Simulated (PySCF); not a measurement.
KF, SMILES [F][K]. Atoms are numbered in the order given.

```xyz
2

K      0.0000     0.0000    -0.7119
F      0.0000     0.0000     1.5029
```
Charge 0, spin multiplicity 1.

Geometry: PBE-D3(BJ)/def2-TZVPD.

The numbers are results of PySCF with TDDFT-CAM-B3LYP/def2-TZVPD, not measurements.

Vertical excitations; the highest root listed may be one member of a degenerate set. Gas-phase values at a fixed geometry. State labels are in the subgroup C2v.

### Question
Give excitation energies, oscillator strengths and character. (The exact figures need the calculation; the answer reports its results.)

### Answer

```
state  symmetry  energy (eV)  λ (nm)      f                                   main pairs
-----  --------  -----------  ------  -----  -------------------------------------------
S1           B1         4.80     258  0.010                 HOMO−1→LUMO (degenerate set)
S2           B2         4.80     258  0.010                   HOMO→LUMO (degenerate set)
S3           A1         4.85     256  0.030                             HOMO−2→LUMO 89 %
S4           A2         6.24     199  0.000  HOMO−1→LUMO+2, HOMO→LUMO+1 (degenerate set)
S5           A1         6.24     199  0.000  HOMO→LUMO+2, HOMO−1→LUMO+1 (degenerate set)
S6           B1         6.24     199  0.003               HOMO−2→LUMO+1 (degenerate set)
S7           B2         6.24     199  0.003               HOMO−2→LUMO+2 (degenerate set)
S8           A2         6.25     198  0.000         HOMO→LUMO+1 46 %, HOMO−1→LUMO+2 46 %
S9           A1         6.30     197  0.000         HOMO−1→LUMO+1 44 %, HOMO→LUMO+2 44 %
S10          B1         6.44     192  0.030                           HOMO−1→LUMO+3 78 %
T1           A1         4.76     261      0                             HOMO−2→LUMO 88 %
T2           B1         4.76     260      0                 HOMO−1→LUMO (degenerate set)
T3           B2         4.76     260      0                   HOMO→LUMO (degenerate set)
T4           A1         6.20     200      0         HOMO−1→LUMO+1 45 %, HOMO→LUMO+2 45 %
```
Triplets are in the Tamm–Dancoff approximation, which puts them higher than full response would, so one can lie above its singlet here.
